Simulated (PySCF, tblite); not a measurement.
Problem. Give a GFN2-xTB geometry of `CCC[P@]1(=N)C[C@@H](F)C1`.

Solution. 
```
atom  x, y, z in Å
C1    -2.4726   -0.1812    0.1884
C2    -1.9486    1.0502   -0.5342
C3    -0.5369    0.8184   -1.0546
P4     0.6214    0.4778    0.3543
N5     0.5245    1.2207    1.7130
C6     2.2615    0.1464   -0.5127
C7     1.9506   -1.3549   -0.4820
F8     3.0271   -2.1257   -0.1116
C9     0.8299   -1.3407    0.5683
H10   -1.8373   -0.3923    1.0488
H11   -3.4875   -0.0167    0.5417
H12   -2.4740   -1.0457   -0.4730
H13   -2.6086    1.3117   -1.3653
H14   -1.9367    1.8923    0.1630
H15   -0.5037   -0.0133   -1.7602
H16   -0.1583    1.7134   -1.5594
H17    0.3082    2.2056    1.6772
H18    3.0780    0.3684    0.1768
H19    2.4896    0.5643   -1.4902
H20    1.6247   -1.7469   -1.4515
H21    1.2377   -1.5108    1.5659
H22    0.0005   -2.0215    0.3937
```

Any rigid rotation of these coordinates is as good. Atoms count from 1 in this order. Of the pairs four or more bonds apart, P4···H10 is among the closest relative to their van der Waals radii: 2.70 Å, 90 % of the sum of Bondi's values. P4 (phosphorus bonded to 3 C and N) has angles from 77.4° to 122.8°. The 3 C–P bonds span 1.843 Å (P4–C9, drawn single) to 1.885 Å (P4–C6, drawn single), a spread of 0.042 Å. The 4-membered ring P4–C6–C7–C9 has internal angles of 77.4° to 98.8° (sum 356°, against 360° for a flat polygon); it is puckered, 0.11 Å rms from its mean plane, widest ring torsion 17°.

Bonds between heavy atoms (Å): C1–C2 1.521, C2–C3 1.522, C3–P4 1.855, P4=N5 1.552, P4–C6 1.885, C6–C7 1.533, C7–F8 1.375, C7–C9 1.536, P4–C9 1.843.

Computed geometry: GFN2-xTB, gas phase.

Point group: C1 (no symmetry element, even within 0.4 Å). Its GFN2-xTB frequencies are all real (lowest 65 cm⁻¹). The numbers are those of one conformer (C1–C2–C3–P4 -61°, C2–C3–P4–N5 -39°, C3–P4–C6–C7 -94°, P4–C6–C7–F8 -136°, C6–C7–C9–P4 17°, C3–P4–C9–C7 86°). 3 starts were optimised and ended at 0.00, 0.42 and 1.22 kcal/mol (GFN2-xTB); the lowest of these is shown.
